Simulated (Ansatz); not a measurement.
# Interaction energy ladder

The pair of F⁻ (SMILES [F-], atom 1) and C$_{2}$H$_{6}$ (SMILES CC, atoms 2–9), both closed shells, in one local arrangement (a lower one may exist), relaxed at PBE0-D4/def2-TZVPD:

```tsv
atom	x (Å)	y (Å)	z (Å)
F1	-0.5629	0.4232	-2.7646
C2	0.4991	-0.6370	0.5556
C3	-0.3660	0.5433	0.1452
H4	0.0497	-1.5780	0.2235
H5	1.4826	-0.5775	0.0793
H6	0.6574	-0.7074	1.6404
H7	0.0859	1.4882	0.4718
H8	-1.3564	0.4803	0.6131
H9	-0.4895	0.5650	-0.9642
```

Program: Ansatz 0.2.0. Basis: def2-TZVPPD, with def2-QZVPPD for the basis limit. Cores are frozen in the correlated methods. B3LYP uses VWN-RPA correlation. Extrapolation: Hartree–Fock as exp(−7.88 √X), correlation as X^−2.97. Interaction energies count from these two fragments, frozen as in the pair, with the counterpoise correction; negative means bound.

(1) What is the interaction energy by CCSD(T) at an estimated basis limit (MP2 extrapolated from triple and quadruple zeta, plus CCSD(T) − MP2 in triple zeta)? (Judge from chemistry; the value comes from the calculation.)

(2) Which atoms make the shortest contact between the fragments?

No T1 diagnostic of these runs exceeds 0.023.

Results:

(1) The calculation gives: -7.98 kcal/mol. Hartree–Fock alone gives -5.18 kcal/mol at the basis limit. It counts from the two fragments frozen as in the pair.

The same quantity by other methods in triple zeta, and each one's difference from that estimate:
| method | E_int (kcal/mol) | difference |
| --- | --- | --- |
| PBE-D4 | -8.99 | -1.01 |
| revPBE-D4 | -8.27 | -0.29 |
| BLYP-D4 | -8.04 | -0.07 |
| r2SCAN-D4 | -8.90 | -0.92 |
| B97M-V | -8.45 | -0.47 |
| PBE0-D4 | -8.79 | -0.82 |
| B3LYP-D4 | -8.28 | -0.30 |
| HSE06-D4 | -8.80 | -0.82 |
| wB97X-V | -7.74 | 0.23 |
| wB97M-V | -8.00 | -0.02 |
| B2PLYP | -7.19 | 0.78 |
| HF | -5.12 | 2.85 |
| MP2 | -7.01 | 0.97 |
| CCSD | -6.96 | 1.01 |
| CCSD(T) | -7.36 | 0.62 |
Differences are method less estimate.

(2) F1 and H9, 1.81 Å apart.

Energy to bend the free fragments (PBE0-D4 minima) into their shapes in the pair, CCSD(T)/def2-TZVPPD: C$_{2}$H$_{6}$ 0.43 kcal/mol. This must be added to the interaction energy to get the binding energy from relaxed fragments.

Basis-set superposition shift (counterpoise-corrected less uncorrected): CCSD(T) 0.70; MP2 0.69; HF 0.04; PBE0-D4 0.05; wB97M-V 0.04 kcal/mol.

For scale, one of the runs: CCSD(T)/def2-TZVPPD, 216 basis functions, launched by `ansatz run in.yaml --threads 4 --pin off --events-out ev --progress --plain --max-ram 9574MiB`. The run took 33 s on 4 CPU threads of an Arm Neoverse V2 (shared host), with 3.4 GiB of host memory at its peak.
